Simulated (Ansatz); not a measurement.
`O[Si]([SiH3])(S)Cl` + HBr → `O[Si]([SiH3])(Cl)Br` + H₂S at 600 K and 1 bar (ligand exchange at the Si–S bond).

Program: Ansatz. Geometries: PBE0-D4/def2-TZVP. ΔE: electronic, gas phase. CCSD(T)/CBS is the MP2 limit (def2-TZVPP, def2-QZVPP) plus CCSD(T) − MP2 in def2-TZVPP, frozen cores. This one scheme is used for every species. For Br outer-core shells are correlated without core-valence functions, which leaves a few kJ/mol of doubt a bond. Scalar relativity is left out up to krypton. One conformer a species, not always the lowest.

```
              species  CCSD(T)/CBS energy (Eh)  H − E (kJ/mol)  S (J/(mol·K))
 `O[Si]([SiH3])(S)Cl`              -1514.02592           208.7          503.0
                  HBr              -2573.91920            33.5          219.1
`O[Si]([SiH3])(Cl)Br`              -3688.98681           181.0          495.4
                  H₂S               -398.97279            60.8          230.9
```

H − E and S are ideal-gas, rigid-rotor, harmonic terms from PBE0-D4/def2-TZVP, for one conformer and one mirror image of each species. 1 Eh = 2625.50 kJ/mol, R = 8.31446 J/(mol·K).

Problem. By hand: ΔE, ΔH, ΔS and ΔG.

Solution. ΔE = (-3688.98681) + (-398.97279) − (-1514.02592) − (-2573.91920) = -0.01448 Eh = -38.0 kJ/mol. Δ(H − E) = 181.0 + 60.8 − 208.7 − 33.5 = -0.4, so ΔH = -38.4 kJ/mol. ΔS = 495.4 + 230.9 − 503.0 − 219.1 = 4.2 J/(mol·K). ΔG = -38.4 − 600 × (4.2)/1000 = -40.9 kJ/mol.

Problem. By hand: the equilibrium constant, and the temperature at which ΔG would vanish if ΔH and ΔS stayed fixed.

Solution. log₁₀ K = −ΔG/(RT ln 10) = 3.6. ΔH and −TΔS have one sign here, so there is no such temperature.

The number of gas molecules stays the same, so ΔS is small and ΔH decides. A doubt of 5 kJ/mol in ΔE shifts log₁₀ K by 0.4 here. Other conformers and mirror images would add mixing entropy, several J/(mol·K) or more a flexible species. These are equilibria of isolated gas molecules and say nothing of rates. Largest T1 diagnostic: 0.012 (customary marks: 0.02 for closed shells, 0.045 for open ones).

ΔS is within the doubt of such terms, so its sign, and with it that verdict, could turn.
